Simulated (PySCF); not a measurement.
Predicted microwave data (PBE0/pcSseg-1 in PySCF (dipole) on a GFN2-xTB geometry, gas phase) for one isomer of C4H8F2O2:

```
Rotational constants : A = 2714, B = 1541, C = 1234 MHz
Dipole components    : |μa| = 1.58 D, |μb| = 0.67 D, |μc| = 1.60 D
Inertial defect      : -104.75 u·Å²
κ                    : -0.59
```

Question: Which structure is it? (One computed conformer of each.)
A. `[CH3:1][O:2][CH2:3][C:4]([F:5])([F:6])[O:7][CH3:8]` with C1–O2–C3–C4 -71°, O2–C3–C4–F5 -34°, C3–C4–O7–C8 180°
B. `[CH3:1][O:2][CH:3]([O:4][CH3:5])[CH:6]([F:7])[F:8]` with C1–O2–C3–O4 -61°, O2–C3–O4–C5 172°, O2–C3–C6–F7 -145°

Answer: B. It is COC(OC)C(F)F, an asymmetric top, point group C1. The candidates at the same level (rigid rotor, commonest isotopes):

```
      SMILES  A (MHz)  B (MHz)  C (MHz)  μa (D)  μb (D)  μc (D)  Δ (u·Å²)  point group                        rotor
COC(OC)C(F)F     2714     1541     1234    1.58    0.67    1.60   -104.75           C1               asymmetric top
COCC(F)(F)OC     4367     1296     1249    1.23    0.38    1.05   -101.15           C1  near-prolate asymmetric top
```

`COCC(F)(F)OC` has A 61 % too high. No structure here is proved a minimum.
